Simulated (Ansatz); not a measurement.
Basis sets compared for Hg₃S₂⁺ (the lowest doublet isomer of a short search). Total charge 1; doublet. Geometry PBE-D4/def2-SVP. Ansatz on 4 threads of Arm Neoverse V2 on a shared host; times are rough, and most runs start from earlier orbitals.

```xyz
5

Hg    1.4506   -2.3564   -1.3186
Hg    1.9404    0.6902   -1.4115
Hg   -2.1850    2.2647    2.1083
S    -0.4298    0.6496    0.2970
S    -0.7762   -1.2481    0.3248
```

In the def2 sets Hg takes a core potential; there is no spin–orbit coupling. The structure comes from a short search, and lower isomers may exist.

```
           level  functions  energy (Eh)  HOMO (eV)  LUMO (eV)  wall time
 PBE-D4/def2-SVP        132   -1256.1854     -10.32      -9.31        3 s
PBE0-D4/def2-SVP        132   -1256.1062     -10.85      -8.71      4.7 s
```

(1) Estimate the rows for PBE-D4/def2-TZVP (with forces), PBE0-D4/def2-TZVP.

Results:

(1) 
| level | functions | energy (Eh) | HOMO (eV) | LUMO (eV) | wall time |
| --- | --- | --- | --- | --- | --- |
| PBE-D4/def2-TZVP (with forces) | 203 | -1256.4819 | -10.31 | -9.26 | 6.5 s |
| PBE0-D4/def2-TZVP | 203 | -1256.4008 | -10.83 | -8.66 | 14 s |
